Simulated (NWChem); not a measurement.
**Atomisation of H₃Al**

```xyz
4

Al     0.0000     0.0000     0.0000
H      0.0000     0.0000     1.6008
H      1.3863     0.0000    -0.8004
H     -1.3863     0.0000    -0.8004
```
Charge 0, spin multiplicity 1.

The numbers come from NWChem runs, not from measurements. Structure: optimised with PBE/def2-SVP, a minimum by its harmonic frequencies.

Basis set: def2-TZVP. The atomisation energy is electronic alone: no zero-point, thermal, spin-orbit or counterpoise terms. No value is extrapolated to the basis-set limit. Free atoms are single determinants with multiplicities Al 2, H 2. Correlated methods freeze the same cores in atoms and molecule, 5 orbitals in all.

The correlated methods keep 5 core orbitals frozen. B3LYP has NWChem's definition, with VWN1-RPA local correlation. The structure started from a generated list of species. No SCF solution was tested for a lower state. Open-shell Hartree-Fock references start from PBE0 orbitals. No row is a measurement; the coupled-cluster row has its own basis-set and correlation limits.

| method | atomisation energy (kcal/mol) |
|---|---|
| HF | ? |
| LDA (SVWN5) | ? |
| B3LYP | ? |
| PBE | 203.4 |
| PBE0 | 204.9 |
| MP2 | 199.0 |
| M06-2X | 208.4 |
| CCSD(T) | 204.9 |
| LC-wPBE (omega 0.3 per bohr) | 207.0 |
| CAM-B3LYP | 213.8 |

Task: Some entries are withheld; supply them.

Result: 
- HF, atomisation energy (kcal/mol): 167.6
- LDA (SVWN5), atomisation energy (kcal/mol): 224.8
- B3LYP, atomisation energy (kcal/mol): 212.2
